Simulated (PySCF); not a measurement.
A structure optimised at PBE-D3(BJ)/def2-TZVP, used in a PySCF frequency run:

```
Zr
O 1 1.7819
O 1 1.7819 2 106.63
```

Task: Write its SMILES, formula and point group.

Result: [O]=[Zr]=[O], O₂Zr, C2v

Task: What are its rotational constants (standard atomic weights)?

Result: 18.825, 7.7345, 5.4821 GHz
